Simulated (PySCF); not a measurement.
A structure optimised at B3LYP-D3(BJ)/def2-SVP, used in a PySCF frequency run:

```xyz
7

Te     0.0100     0.2769     0.5036
F     -1.7860     0.3600    -0.2680
O      0.7138    -1.1951    -0.6194
C      1.0609    -0.9151    -1.9693
H      1.7719    -0.0740    -2.0566
H      1.5356    -1.8256    -2.3687
H      0.1684    -0.6870    -2.5765
```
Charge 0, spin multiplicity 1.

Task: Write its SMILES and formula.

Result: CO[Te]F, CH3FOTe

Task: What are its rotational constants (standard atomic weights)?

Result: 6.9346, 2.9171, 2.2115 GHz
